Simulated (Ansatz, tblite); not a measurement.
Forces on cis-[TiF2(H2O)4]+ (TiO4F2H8⁺) at its B3LYP-D4/def2-SVP geometry. Charge 1, multiplicity 2.

The xTB rows come from tblite. No other spin state of charge 1 was run. Another isomer (doublet) lies 0.15 eV lower at PBE0-D4/def2-TZVP; other spin states weren't run for this one.

GFN1-xTB (tblite), largest force 1.09 eV/Å:

```xyz
15
positions Å, forces eV/Å
F    -0.797   -1.920    0.044    0.170    1.039   -0.260
F    -1.238    0.805   -1.473    0.451   -0.696    0.700
O     0.696    1.708    0.097   -0.282    0.049    0.052
O     1.203   -0.641    1.238    0.030   -0.213   -0.240
O     0.999   -0.903   -1.819   -0.309    0.033    0.011
O    -1.882    0.399    1.211   -0.012   -0.187   -0.261
Ti   -0.389   -0.209   -0.273   -0.129   -0.082   -0.080
H     0.791    2.054    0.998   -0.022   -0.068   -0.316
H     0.385    2.442   -0.456    0.096   -0.173    0.123
H     2.132   -0.479    1.013   -0.293   -0.081    0.111
H     1.156   -1.546    1.585    0.004    0.226   -0.060
H     0.971   -0.434   -2.669   -0.007   -0.132    0.209
H     0.877   -1.844   -2.029    0.030    0.246    0.036
H    -2.285   -0.327    1.715    0.093    0.180   -0.135
H    -2.621    0.894    0.820    0.179   -0.140    0.109
```

GFN2-xTB (tblite), largest force 0.62 eV/Å:

```
F 0.051 0.589 -0.191
F 0.215 -0.442 0.379
O -0.115 -0.210 0.013
O -0.131 0.051 -0.199
O -0.034 0.122 0.213
O 0.232 -0.002 -0.082
Ti 0.101 0.046 0.087
H -0.034 0.011 -0.055
H -0.025 -0.109 -0.017
H -0.042 -0.040 0.005
H -0.089 0.053 -0.058
H -0.096 0.092 0.014
H -0.102 -0.060 0.065
H 0.063 -0.113 -0.041
H 0.005 0.013 -0.133
```

PBE-D4/def2-TZVP (Ansatz), largest force 0.59 eV/Å:

```
F -0.151 -0.565 0.090
F -0.292 0.321 -0.406
O 0.109 -0.100 -0.055
O -0.090 0.121 0.065
O 0.113 0.053 0.130
O 0.144 0.086 0.064
Ti 0.245 0.129 0.174
H 0.029 0.074 0.216
H -0.055 0.167 -0.130
H 0.222 0.050 -0.051
H -0.012 -0.195 0.095
H 0.002 0.129 -0.189
H -0.022 -0.226 -0.043
H -0.076 -0.173 0.131
H -0.166 0.130 -0.092
```
